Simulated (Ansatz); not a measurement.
Job for Ansatz (a quantum-chemistry and plane-wave program): R-PBE/def2-TZVPP on H4Se2Si (SMILES [SiH3][Se][SeH]), a point of a torsion scan.

Ansatz 0.2 input:
```yaml
crystal:
  periodic: [false, false, false]
  atoms:
    - {symbol: Si, position_ang: [-1.03431816, -0.13316290, 0.07712807]}
    - {symbol: Se, position_ang: [0.43607431, 1.61047599, -0.28142433]}
    - {symbol: Se, position_ang: [2.45729239, 0.52386533, 0.00700177]}
    - {symbol: H, position_ang: [-0.75413944, -1.18951291, -0.88943624]}
    - {symbol: H, position_ang: [-2.33139102, 0.49931463, -0.10548353]}
    - {symbol: H, position_ang: [-0.82186853, -0.61184091, 1.44293572]}
    - {symbol: H, position_ang: [2.23407084, 0.10286636, 1.38406782]}
basis:
  gaussian:
    orbitals: def2-TZVPP
hamiltonian:
  xc: {name: PBE}
scf: {lower_state_search: off}
```

It printed:

```
WARN ansatz: RAYON_NUM_THREADS=2 ignored (pool sized by the plan → 2); use --threads N
Functional definition: PBE
these checks for a lower state are left out or cut short: stability, starts, cluster_reference, orbital_swaps, neighbouring_geometries, increment
integrals: 0.13 GiB planned
1298 factors; their error is unknown
mean field: 0.82 GiB planned
mean field evaluation 1: about -138618.0717 eV, gradient 2.2e1 eV
mean field evaluation 2: about -138618.2749 eV, gradient 1.9e1 eV
mean field evaluation 4: about -138619.2969 eV, gradient 1.1e0 eV
mean field evaluation 8: about -138619.3020 eV, gradient 5.8e-2 eV
mean field evaluation 16: about -138619.2294 eV, gradient 5.8e-5 eV
mean field -138619.22944477 eV, -5094.1627226068 hartree, gradient 4.4e-6 eV, S^2 0.000000; 0 other end points of the search recorded, 0 dependent functions left out
reference -138619.22948381 eV, -5094.1627240416 hartree; 43, 43 occupied and 151, 151 virtual orbitals, 1298 factors
Total energy: -138619.22948381 eV, -5094.1627240416 hartree
Checks for a lower state left out: stability, starts, cluster_reference, orbital_swaps, neighbouring_geometries, increment
```

Self-consistency was reached.

Cost: about 2.4 core-seconds (a rough figure).
